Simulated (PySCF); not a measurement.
Compound: C₅H₁₅NP₂Si.
SMILES with atom numbers: `[CH3:1][P:2]1(=[NH:3])[CH2:4][CH2:5][P:6]([SiH3:7])[CH2:8][CH2:9]1`

NICS is the negative of the GIAO shielding at a point without a nucleus: at the ring centre (0) and 1 Å above and below it (1); zz is the component along the ring normal. Level: GIAO PBE0/pcSseg-1 (PySCF, non-relativistic, gas phase) on the GFN2-xTB geometry, one conformer.

Ring bond lengths (Å), with Mayer bond orders in brackets: P2–C4 1.857 (0.86), C4–C5 1.522 (1.03), C5–P6 1.863 (0.94), P6–C8 1.862 (0.95), C8–C9 1.523 (1.04), C9–P2 1.822 (0.93).

Question: Give the NICS values of each ring in ppm.

Answer: 
```csv
ring,type,NICS(0),"NICS(1), two faces","NICS(1)zz, two faces",rms pucker (Å),"centre to ring atoms, mean (Å)"
P2–C4–C5–P6–C8–C9,6-membered ring with 2 P; formal bonds all single,-2.9,-2.2 / -2.5,6.3 / 4.0,0.33,1.64
```

Question: What can be read from them?

Answer: 
- P2–C4–C5–P6–C8–C9: mean NICS(1)zz 5.2 ppm, deshielded. P2, C4, C5, C8, C9 have four or more neighbours, so the value isn't read as a sign of a π ring current.

Question: What field does 7.05 T along the ring normal induce along that normal at the first NICS(1) probe listed for ring P2–C4–C5–P6–C8–C9, 1 Å off the ring?

Answer: NICSzz × B0 = 6.3 ppm × 7.05 T = 44 μT, along the applied field.

Question: Give the inner angles of the rings and the Hirshfeld charges of the ring atoms.

Answer: 
- P2–C4–C5–P6–C8–C9: P2 103.2° (+0.405 e), C4 106.9° (-0.121 e), C5 110.3° (-0.116 e), P6 97.5° (+0.051 e), C8 110.5° (-0.112 e), C9 108.5° (-0.111 e); sum 637.0° against 720° for a flat convex ring.

The run took 82 s (with the writing of density and orbital grids) on an Arm Neoverse V1 with one thread (shared host), and the process peaked at 1.1 GiB of memory. This is the whole shielding run at PBE0/pcSseg-1, SCF included.
